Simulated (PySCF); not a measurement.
Benzyldiethylphosphine oxide, C₁₁H₁₇OP.
Bonds: C1–C2, C2–P3, P3–O4 (double), P3–C5, C5–C6, P3–C7, C7–C8, C8–C9 (aromatic), C9–C10 (aromatic), C10–C11 (aromatic), C11–C12 (aromatic), C12–C13 (aromatic), C8–C13 (aromatic). Hydrogens: H14, H15, H16 on C1; H17, H18 on C2; H19, H20 on C5; H21, H22, H23 on C6; H24, H25 on C7; H26 on C9; H27 on C10; H28 on C11; H29 on C12; H30 on C13.

NICS is the negative of the GIAO shielding at a point without a nucleus: at the ring centre (0) and 1 Å above and below it (1); zz is the component along the ring normal. Level: GIAO PBE0/pcSseg-1 (PySCF, non-relativistic, gas phase) on the PBE0-D3(BJ)/def2-SVP geometry, one conformer.

Ring bond lengths (Å), with Mayer bond orders in brackets: C8–C9 1.401 (1.39), C9–C10 1.393 (1.45), C10–C11 1.394 (1.43), C11–C12 1.394 (1.43), C12–C13 1.393 (1.45), C13–C8 1.401 (1.39).

What do the NICS probes read (ppm)?

| ring | type | NICS(0) | NICS(1), two faces | NICS(1)zz, two faces | rms pucker (Å) | centre to ring atoms, mean (Å) |
| --- | --- | --- | --- | --- | --- | --- |
| C8–C9–C10–C11–C12–C13 | 6-membered carbocycle; formal bonds all aromatic | -8.6 | -11.2 / -11.1 | -28.8 / -27.5 | 0.00 | 1.40 |

What do they say, and how far can they be read as aromaticity?

- C8–C9–C10–C11–C12–C13: mean NICS(1)zz -28.1 ppm, shielded. For a flat ring without four-coordinate atoms the NICS criterion counts such a value as aromatic.

And the bond-length index? Use HOMA with the parameters of Krygowski (1993).

- C8–C9–C10–C11–C12–C13: HOMA 0.98 = 1 − EN − GEO, with mean bond length 1.396 Å, EN = α(Ropt − mean)² = 0.017 and GEO = α × variance = 0.003. The geometric and the magnetic index point the same way.

Give the inner angles of the rings and the Hirshfeld charges of the ring atoms.

- C8–C9–C10–C11–C12–C13: C8 118.2° (+0.005 e), C9 120.9° (-0.050 e), C10 120.2° (-0.047 e), C11 119.5° (-0.051 e), C12 120.1° (-0.047 e), C13 121.0° (-0.050 e); sum 720.0° against 720° for a flat convex ring.

How do the values depend on the level or the medium?

```csv
level,"NICS(0), C8–C9–C10–C11–C12–C13","mean NICS(1)zz, C8–C9–C10–C11–C12–C13"
"PBE0/pcSseg-1, gas",-8.6,-28.1
"mPW1PW91/pcSseg-1, gas",-8.6,-28.2
```

The geometry is the same throughout.

Shape of the structure used: `[CH3:1][CH2:2][P:3](=[O:4])([CH2:5][CH3:6])[CH2:7][c:8]1[cH:9][cH:10][cH:11][cH:12][cH:13]1`: C1–C2–P3–O4 47°, C2–P3–C5–C6 -76°, C2–P3–C7–C8 -58°, P3–C7–C8–C9 -90°.
